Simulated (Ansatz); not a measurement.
Cd₇Se₆Br₂, 15 atoms. Hardware: 2 threads of AMD EPYC 7R13 on a shared host and a share (18 GiB) of an NVIDIA H100 80GB HBM3.

In the def2 sets Cd takes a core potential; there is no spin–orbit coupling. Correlated methods freeze 72 core orbitals; core or outer-core shells of Cd, Se, Br are correlated, in sets that lack core-valence functions. Single mean-field runs in def2-SVP, def2-TZVP are fitted with def2-universal-jkfit.

**Question.** How many basis functions does each of these Ansatz runs have, and roughly what does it cost? PBE0-D4/def2-SVP, charge 0 singlet, energy, from earlier orbitals; PBE0-D4/def2-TZVP, charge 0 singlet, energy, from earlier orbitals; r2SCAN-D4/def2-SVP, charge 0 singlet, energy, from earlier orbitals; PBE-D4/def2-SVP, charge 0 singlet, relaxation, 62 steps; MP2/def2-SVP, charge 0 singlet, energy, from earlier orbitals; RPA@PBE/def2-SVP, charge 0 singlet, energy, from earlier orbitals; BLYP-D4/def2-SVP, charge 0 singlet, energy, from earlier orbitals; PBE-D4/def2-TZVP, charge 0 singlet, energy, from earlier orbitals; PBE-D4/def2-SVP, charge 0 singlet, energy and forces, from earlier orbitals.

**Answer.** Other jobs shared the machine, so times can vary by a factor of up to 3.

```csv
run,functions,fitting or Cholesky vectors,wall time,peak host memory (GiB)
"BLYP-D4/def2-SVP, charge 0 singlet, energy, from earlier orbitals",473,3913,3.8 s,1.1
"PBE-D4/def2-TZVP, charge 0 singlet, energy, from earlier orbitals",664,3913,4.3 s,1.1
"r2SCAN-D4/def2-SVP, charge 0 singlet, energy, from earlier orbitals",473,3913,4.9 s,1.1
"PBE-D4/def2-SVP, charge 0 singlet, energy and forces, from earlier orbitals",473,3913,5.5 s,1.2
"PBE0-D4/def2-TZVP, charge 0 singlet, energy, from earlier orbitals",664,3913,7 s,1.1
"PBE0-D4/def2-SVP, charge 0 singlet, energy, from earlier orbitals",473,3913,7 s,1.1
"MP2/def2-SVP, charge 0 singlet, energy, from earlier orbitals",473,4744,8 s,1.4
"RPA@PBE/def2-SVP, charge 0 singlet, energy, from earlier orbitals",473,4744,9.5 s,3
"PBE-D4/def2-SVP, charge 0 singlet, relaxation, 62 steps",473,3913,4.3 min,1.2
```
